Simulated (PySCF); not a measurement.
Species: SnHMe2(NCO), C3H7NOSn.
Geometry (PBE0-D3(BJ)/def2-SVP, Å), atoms numbered from 1 in this order:
```xyz
13
C3H7NOSn angstrom
Sn     0.066    0.105    0.701
H      0.070    0.046    2.413
C      2.017   -0.129   -0.147
H      2.675    0.687    0.184
H      1.948   -0.113   -1.244
H      2.444   -1.089    0.173
C     -1.046    1.752   -0.091
H     -2.088    1.691    0.250
H     -1.024    1.716   -1.189
H     -0.611    2.704    0.247
N     -0.976   -1.554    0.142
C     -1.471   -2.478   -0.436
O     -1.972   -3.390   -0.981
```

Method: TDDFT CAM-B3LYP/def2-SVPD, vertical, gas phase, core orbitals frozen in the response, def2 core potentials past Kr (PySCF 2.14.0, density-fitted response routines). Spin–orbit coupling is left out.

Transition dipole moments from the ground state, in atomic units and in the frame of the coordinates above (overall signs are arbitrary), for the states with f of 0.002 or more among the lowest 7:

```tsv
state	E (eV)	μx	μy	μz
S1	6.979	-0.206	0.082	-0.018
S2	7.032	0.116	0.083	-0.079
S3	7.213	0.534	-0.356	-0.013
S4	7.234	0.153	-0.204	-0.020
S5	7.362	0.224	-0.052	-0.003
S6	7.422	-0.004	-0.316	-0.004
S7	7.453	-0.394	-0.244	0.017
```

Work out the oscillator strengths.

f = (2/3) ΔE |μ|² with ΔE in hartree (27.2114 eV).

```csv
state,|μ|² (au),|μ| (D),f
S1,0.049,0.57,0.008
S2,0.027,0.41,0.005
S3,0.412,1.63,0.073
S4,0.065,0.65,0.012
S5,0.053,0.58,0.010
S6,0.100,0.80,0.018
S7,0.215,1.18,0.039
```

What angle do the transition dipoles of S3 and S6 make?

|cos θ| = |μa·μb| / (|μa| |μb|) = 0.54, so θ ≈ 57° (taken between 0 and 90°, since the signs are arbitrary).

How is the summed strength of these states shared among x, y and z?

(2/3) Σ ΔE μα² gives 0.102 for x, 0.062 for y and 0.001 for z, 0.164 in all.

The vertical ionisation energy (ΔSCF) is 9.98 eV, 2.52 eV above S7.
